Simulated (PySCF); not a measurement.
All values below come from B3LYP-D3(BJ)/def2-TZVP run with PySCF. All species are isolated molecules in the gas phase. B3LYP has the VWN-RPA correlation part, as in Gaussian. 

Reference species (SMILES): `[SiH3][Ga]([Cl])[Cl]` (neutral, multiplicity 1).

* **dipole moment**: 2.85 D

Changed species: `[Ga]([SiH3])([Cl])[SiH3]` (whole molecule; the reference has whole molecule).

Question: Predict the effect on the dipole moment.

Answer: the dipole moment decreases by 0.61 D, to 2.24 D.
